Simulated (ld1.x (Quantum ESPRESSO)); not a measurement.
# chromium, RRKJ: configuration errors across variants

| Quantity | Value |
| --- | --- |
| Element | chromium (Cr) |
| Generator | ld1.x (Quantum ESPRESSO) 7.5 |
| Type | norm-conserving RRKJ (Kleinman–Bylander form) |
| Functional | LDA (PZ) |
| Relativity | fully relativistic |
| Frozen core | [Ar] |
| Valence charge | 6 |
| Reference configuration | 3d5 4s0 4p0 (charge +1) |
| Partial waves | 4p (bound, empty): rc 3.20 bohr; 3d (bound): rc 1.05 bohr; 4s (bound, empty): rc 2.10 bohr |
| Local potential | the s channel |
| Core correction | none |
| rho0 | 0.001 |

Open shells are filled in proportion to 2j + 1 (rel_dist='average').

All-electron excitation energies from the reference (eV): (1) 3d5 4s1 4p0 -7.141; (2) 3d4 4s0 4p0 16.343; (3) 3d3 4s0 4p0 47.368; (4) 3d5 4s0.5 4p0 -4.322; (5) 3d5.5 4s0.5 4p0 -6.423; (6) 3d4 4s1 4p1 -3.529; (7) 3d6 4s0 4p0 -5.416.

1 further variants failed, have other tests or too few solved ones, and are left out.

A true bound ghost makes a file unfit for plane-wave use even where its test errors are small: the radial tests pick states by their node count and pass the ghost by.

Errors AE − PS in meV (a dash: test not solved or not reliable):

| change | (1) | (2) | (3) | (4) | (5) | (6) | (7) | bound ghosts |
| --- | --- | --- | --- | --- | --- | --- | --- | --- |
| base | -1.4 | -229 | -1234 | +0.5 | +0.9 | -316 | -39 | none |
| all radii scaled by about 0.79 (s 1.66, p 2.52, d 0.82 bohr) | +15 | -193 | -1134 | +5.5 | +9.3 | -128 | -24 | p3/2, p1/2 |
| all radii scaled by about 0.91 (s 1.90, p 2.90, d 0.96 bohr) | +2.4 | -223 | -1232 | +1.7 | +2.9 | -287 | -34 | none |
| all radii scaled by about 1.38 (s 2.90, p 4.42, d 1.44 bohr) | +3.7 | -210 | -1044 | +1.8 | +0.7 | -240 | -38 | none |

Give the same row for: all radii scaled by about 1.25 (s 2.62, p 4.00, d 1.32 bohr).

-0.1, -218, -1124, +0.9, +0.5, -285, -39; bound ghosts: none.
